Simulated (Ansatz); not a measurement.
Consider the germylene formation by 1,1-elimination: GeH₄ → `[GeH2]` + H₂.

Computed with Ansatz on PBE0-D4/def2-TZVP structures; ΔE is electronic, products minus reactants. CCSD(T)/CBS adds triple-zeta CCSD(T) − MP2 to the extrapolated MP2 energy (def2 sets, frozen cores). This one scheme is used for every species. Functionals use def2-TZVPP. B3LYP here is the variant with VWN-RPA as its local correlation; programs differ in this. HSE06 is defined as in plane-wave codes. For Ge outer-core shells are correlated without core-valence functions, which leaves a few kJ/mol of doubt a bond. Scalar relativity is left out up to krypton.

| level | ΔE (kJ/mol) | difference from CCSD(T)/CBS |
| --- | --- | --- |
| LDA (SPW92) | 226.2 | 37.3 |
| revPBE-D4 | 173.9 | -15.0 |
| BLYP-D4 | 160.5 | -28.4 |
| r2SCAN-D4 | 202.2 | 13.3 |
| B97M-V | 203.3 | 14.4 |
| PBE0-D4 | 198.0 | 9.1 |
| B3LYP-D4 | 175.1 | -13.8 |
| r2SCANh-D4 | 203.9 | 15.0 |
| HSE06-D4 | 197.7 | 8.8 |
| BHLYP-D4 | 189.3 | 0.4 |
| CAM-B3LYP-D4 | 191.0 | 2.1 |
| ωB97X-V | 198.2 | 9.3 |
| ωB97M-V | 183.1 | -5.8 |
| B2PLYP | 185.4 | -3.5 |
| PBE-QIDH | 210.2 | 21.3 |
| BLYP | 156.6 | -32.3 |
| r2SCAN | 201.8 | 12.9 |
| PBE0 | 196.6 | 7.7 |
| B3LYP | 172.3 | -16.6 |
| r2SCANh | 203.5 | 14.6 |
| r2SCAN0 | 206.2 | 17.3 |
| HSE06 | 196.4 | 7.5 |
| BHLYP | 187.3 | -1.6 |
| CAM-B3LYP | 189.5 | 0.6 |
| RPA@PBE/def2-TZVPP | 181.5 | -7.4 |
| HF/def2-SVP | 192.4 | 3.5 |
| MP2/def2-SVP | 207.9 | 19.0 |
| CCSD/def2-SVP | 193.7 | 4.8 |
| CCSD(T)/def2-SVP | 194.7 | 5.8 |
| HF/def2-TZVPP | 183.0 | -5.9 |
| MP2/def2-TZVPP | 205.0 | 16.1 |
| SCS-MP2/def2-TZVPP | 195.4 | 6.5 |
| CCSD/def2-TZVPP | 194.2 | 5.3 |
| CCSD(T)/def2-TZVPP | 195.2 | 6.3 |
| SCS-MP2/def2-QZVPP | 192.8 | 3.9 |
| CCSD/def2-QZVPP | 195.1 | 6.2 |
| CCSD(T)/def2-QZVPP | 195.8 | 6.9 |
| HF/CBS(def2) | 182.7 | -6.2 |
| MP2/CBS(def2) | 198.7 | 9.8 |
| CCSD/CBS(def2) | 187.9 | -1.0 |
| CCSD(T)/CBS | 188.9 | 0 |

Largest T1 diagnostic among the species: 0.012.

From PBE to PBE0 (25 % exact exchange), in def2-TZVPP and without D4, ΔE moves by +12.6 kJ/mol. At CCSD(T), def2-SVP lies +5.8 kJ/mol from the extrapolated value and def2-TZVPP +6.3 kJ/mol.
